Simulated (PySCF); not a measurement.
Te₃, singlet: molecular constants

Level of theory: PySCF, PBE0, basis Te def2-TZVP with ECP28 (scalar-relativistic core potentials, no spin–orbit coupling, density fitting).

The structure is a higher-order saddle point with 2 imaginary modes (one degenerate set).

- Point group: D∞h
- Bond lengths: Te–Te 2.682 Å (×2)
- Bond angles: Te–Te–Te 180.0°
- Principal quadrupole moments (Buckingham, traceless) about the centre of mass: -4.64, 2.32, 2.32 D Å
- Zero-point energy (real modes): 2.2 kJ/mol
- Principal polarisabilities: 77.3, 77.3, 336.6 bohr³
- Lowest empty level: -4.57 eV
- Highest occupied level: -5.75 eV
- Atomisation energy without zero-point energy: 269 kJ/mol
- Rotational constants: 0.009023 cm⁻¹
- Dipole moment: 0.00 D

Harmonic modes (masses in u: Te 129.906):
```csv
symmetry,ω (cm⁻¹),"IR (km/mol, summed over degenerate members)",μ (u),type
πu,241i,–,129.91,bend
σg+,161,0.0,129.91,stretch
σu+,201,50.3,129.91,stretch
```

In D∞h the vibrations span πu + σg+ + σu+. The σg+ mode carries no infrared intensity, as symmetry demands. With a centre of inversion only u modes can be infrared active and only g modes Raman active.

Charges (e):
```
 atom  Mulliken  Löwdin  polar tensor  Mayer order to Te1
  Te1      0.25    0.10          1.48                   –
Te2,3     -0.13   -0.05         -0.74                1.71
```
Other Mayer orders above 0.3: Te–Te 0.91.

Mulliken populations on Te1 (electrons outside its core potential): s 3.97, p 9.42, d 10.34, f 0.01.

Outer orbital energies (eV). occupied: -17.29, -15.43, -9.93, -8.47, -8.47, -6.70, -6.70, -5.75; empty: -4.57, -4.57, -0.49, 2.44.

Only a few start shapes were tried, so a lower isomer may exist. At this level a singlet minimum of D3h symmetry lies 225 kJ/mol below this structure. The small gap makes a closed-shell description doubtful. At the minimum of this search the closed-shell solution is unstable towards spin polarisation, so a lower open-shell solution exists.

The final relaxation and frequency run took 33 s on 4 threads of a shared Intel Xeon Platinum 8488C (Sapphire Rapids) host, with 150 basis functions and 7 gradients; the process peaked at 1.3 GiB. Launch command: `OMP_NUM_THREADS=4 python axn.py task.json out`.
